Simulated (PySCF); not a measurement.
Several structures and their simulated spectra, in scrambled order.

A. SMILES CCC(=O)[SiH2]OC(C)C
B. SMILES C(=C)Cn1ncc([SiH3])n1
C. `C=CC(=O)OC(F)F`

Spectrum 1. 13C{1H} NMR (computed): δ 147.9 (CH), 144.0 (CH), 139.1 (C), 124.8 (CH2), 60.9 (CH2).

Spectrum 2. 13C{1H} NMR (computed): δ 249.9 (C), 70.3 (CH), 49.4 (CH2), 26.6 (CH3), 8.1 (CH3).

Spectrum 3. 13C{1H} NMR (computed): δ 168.7 (C, t, J = 1.7 Hz), 147.5 (CH2), 134.3 (CH), 118.4 (CH, t, J = 320.1 Hz).

Computed data (PySCF 2.14): GFN2-xTB geometry, J couplings at B3LYP/pcJ-1 (spin–dipole term left out of most H,H and C,H couplings), GIAO PBE0/pcSseg-1 shieldings. Equivalent nuclei averaged, one conformer, non-relativistic Hamiltonian, isolated molecule.

References, each an isolated molecule treated in the same way: 13C vs TMS. One-bond C–F couplings are unscaled and too large by tens of Hz. Shifts are as computed. Against solution values, carbons near 30 ppm lie about +3 ppm off and those near 130 ppm about +5 ppm. Of 1211 compounds with measured shifts, 218 miss one by over three times the rms of a fit or turn the order of signals round; such compounds aren't used in these exercises.

Task: Which spectrum belongs to which compound?

Result: 1–B, 2–A, 3–C.

- Spectrum 1 (B): 5 13C signals; δC 147.9 is an aromatic CH next to a ring nitrogen; δC 144.0 is an alkene CH.
- Spectrum 2 (A): 5 13C signals; δC 70.3 is an sp3 CH bonded to O; δC 49.4 is an sp3 CH2 α to a carbonyl.
- Spectrum 3 (C): 4 13C signals; δC 168.7 is an ester carbonyl carbon; δC 147.5 is a β carbon of a C=C–C=O unit.
